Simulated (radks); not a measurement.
Ge2+, configuration [Ar] 3d10 4s2. All-electron calculation, scalar-relativistic Kohn-Sham, r2SCAN, spin-polarised, spherical densities, finite nucleus; meta-GGA in the generalised Kohn-Sham scheme; Fermi nuclear charge, rms radius 4.0742 fm. Program: a radial shooting solver on a logarithmic mesh with Libxc functionals.

Normalised radial functions P(r) = r R(r), r in bohr:

```
   r/bohr * 3s, o 3p, + 4s (the largest magnitude, 1.4, reaches the edge; | marks zero, & curves that meet)
 0.001777                             & *
 0.002313                             o+*
 0.003012                             o+*
 0.003923                             o+ *
 0.005108                             o+  *
 0.006651                             o+   *
  0.00866                             o +   *
  0.01128                             |o+    *
  0.01468                             |o+     *
  0.01912                             | o+    *
   0.0249                             |  &    *
  0.03242                             | +  o  *
  0.04221                             | +   *o
  0.05497                             |+*      o
  0.07157                          * +|          o
   0.0932                    *     +  |            o
   0.1214               *         +   |             o
    0.158               *         +   |          o
   0.2058                    *     +  |   o
   0.2679                       o     |+*
   0.3489            o                |    +          *
   0.4507     o                       |      +                 *
   0.5868   o                         |     +                    *
   0.7641        o                    +                    *
    0.995                o     +      |           *
    1.296                +      o     |    *
    1.687             +             o |*
    2.197                +           o*
     2.86                     +       &
    3.725                         +   &
     4.85                            +&
    6.315                             &
```

3s: eigenvalue -193.62 eV, 2 radial nodes at r = 0.0608, 0.257 bohr, <r> = 0.623 bohr, 90 % of the charge inside 0.932 bohr. 3p: eigenvalue -138.96 eV, 1 radial node at r = 0.231 bohr, <r> = 0.646 bohr, 90 % of the charge inside 0.993 bohr. 4s: eigenvalue -29.547 eV, 3 radial nodes at r = 0.0605, 0.249, 0.764 bohr, <r> = 1.94 bohr, 90 % of the charge inside 2.87 bohr.
